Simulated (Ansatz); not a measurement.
Molecule: CH7S3Si (charge +1, singlet). It need not be the lowest isomer of its formula. SMILES: C[Si](S)(S)[SH2+]
Geometry from a B3LYP-D3(BJ)/def2-TZVP (Ansatz, an electronic-structure program) optimisation:
```
Si
C 1 1.8416
H 2 1.0913 1 111.11
H 2 1.0914 3 109.01 1 123.36
H 2 1.0924 3 108.30 4 117.52
S 1 2.1011 2 113.38 3 171.35
H 6 1.3458 1 95.94 2 168.11
S 1 2.1033 2 114.10 3 -46.72
H 8 1.3456 1 95.60 2 -161.13
S 1 2.4154 2 98.94 3 58.95
H 10 1.3473 1 97.44 2 176.31
H 10 1.3501 11 93.76 1 100.18
```
Charge +1, spin multiplicity 1.

Parts of the frozen-core correlation energy in 6-31G* (Ansatz, hartree). Frozen orbitals: 21; correlated occupied orbitals by spin: 16 and 16; virtual: 68 and 68. Spin-orbit coupling is left out. Non-relativistic.

| term | value |
|---|---|
| reference (HF) | -1523.21058 |
| MP2 opposite-spin | -0.43904 |
| MP2 same-spin | -0.13467 |
| CCSD correlation | -0.64708 |
| (T) | -0.02001 |
| T1 diagnostic | 0.011 |
| largest doubles amplitude | 0.045 |
